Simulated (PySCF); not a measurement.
Two species compared at the same levels of theory.

First species: C5H6OS.
InChI=1S/C5H6OS/c1-7-5-3-2-4-6-5/h2-4H,1H3

Second species: C5H9NSi2.
Bonds: N1–C2 (triple), C2–C3, C3–C4 (double), C4–C5, C5–Si6, C4–C7, C7–Si8, C3–Si8. Hydrogens: H9, H10 on C5; H11, H12, H13 on Si6; H14, H15 on C7; H16, H17 on Si8.

Levels: CAM-B3LYP/def2-SVPD for dipole moment, HOMO energy, LUMO energy, HOMO–LUMO gap, static isotropic polarisability and electronic spatial extent ⟨r²⟩ about the centre of nuclear charge; TDDFT CAM-B3LYP/def2-SVPD for lowest singlet excitation; TDA CAM-B3LYP/def2-SVPD for lowest triplet excitation (Tamm–Dancoff); GFN2-xTB for rotational constant A and rotational constant C. Geometries: GFN2-xTB. Each species is one conformer at its optimised geometry, gas phase, non-relativistic unless stated. Electronic properties by PySCF.

The conformers computed, where there is a choice (atom-mapped SMILES and torsion angles):
- `[CH3:1][S:2][c:3]1[cH:4][cH:5][cH:6][o:7]1`: C1–S2–C3–C4 180°
- `[N:1]#[C:2][C:3]1=[C:4]([CH2:5][SiH3:6])[CH2:7][SiH2:8]1`: C3–C4–C5–Si6 91°

Which has the higher rotational constant A?

The first: 5.761 GHz against 1.739 GHz, a difference of 4.022 GHz.

Which has the higher T1 energy?

The first: 3.67 eV against 3.57 eV, a difference of 0.10 eV.

Which of the two has the higher HOMO energy, and by how much?

The first: -6.96 eV against -8.60 eV, a difference of 1.64 eV.

Which has the higher dipole moment?

The second: 4.95 D against 1.03 D, a difference of 3.92 D.

Which of the two has the higher LUMO energy, and by how much?

The first: 1.07 eV against -0.24 eV, a difference of 1.31 eV.

Which has the higher HOMO–LUMO gap?

The second: 8.36 eV against 8.03 eV, a difference of 0.33 eV.

Which of the two has the higher ⟨r²⟩, and by how much?

The second: 1590 bohr² against 906 bohr², a difference of 684 bohr².

Which of the two has the higher S1 energy, and by how much?

The second: 5.56 eV against 4.89 eV, a difference of 0.67 eV.

On the first: S1 lies 3.14 eV below the HOMO–LUMO gap; its leading configuration is HOMO→LUMO, weight 0.75.

On the second: No computed singlet falls in the visible range (750 to 380 nm, 1.65 to 3.26 eV); S1 lies 2.30 eV above its blue end. In atomic units the dipole is 1.95 e·bohr (1 au = 2.5417 D).
